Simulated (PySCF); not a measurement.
# Diatomic anions of Cl with the alkali metals

CCSD(T) with double-zeta basis sets in PySCF, for the lowest determinant that a PBE0 search found; no spin–orbit coupling. De refers to high-spin ground-configuration atoms (the charge goes to the atom of lower measured ionisation energy or higher electron affinity, which is not always the lowest computed limit).

```json
{"M": "Na", "basis": "def2-SVPD", "reference, frozen orbitals": "UHF, 6", "charged atom": "Cl−", "state (unpaired electrons)": "doublet (σ ↑)", "Re (Å)": "2.563", "ωe (cm⁻¹)": "256", "De (eV)": "1.30"}
{"M": "K", "basis": "def2-SVPD", "reference, frozen orbitals": "UHF, 10", "charged atom": "Cl−", "state (unpaired electrons)": "doublet (σ ↑)", "Re (Å)": "2.899", "ωe (cm⁻¹)": "205", "De (eV)": "1.33"}
{"M": "Rb", "basis": "def2-SVPD", "reference, frozen orbitals": "UHF, 5", "charged atom": "Cl−", "state (unpaired electrons)": "doublet (σ ↑)", "Re (Å)": "3.050", "ωe (cm⁻¹)": "168", "De (eV)": "1.19"}
{"M": "Cs", "basis": "def2-SVPD", "reference, frozen orbitals": "UHF, 5", "charged atom": "Cl−", "state (unpaired electrons)": "doublet (σ ↑)", "Re (Å)": "3.208", "ωe (cm⁻¹)": "153", "De (eV)": "1.23"}
```

The shortest bond is that of NaCl⁻ (2.563 Å), the longest that of CsCl⁻ (3.208 Å).

Down a group the atoms grow and get heavier, so bonds lengthen and wavenumbers fall; this series shows no clear exception.

Correlated steps freeze the inner cores (5 to 10 orbitals); shallow outer-core shells are correlated. Correlated levels converge slowly with the basis: in double zeta they bind strong bonds too weakly, by up to about 1 eV, and carry superposition errors of some tenths. Spin–orbit coupling is left out. For an ion De counts to the pair picked by the measured ionisation energies or electron affinities, which need not be the lowest pair at this level. States were picked by a PBE0 search and need not be the measured ground states.
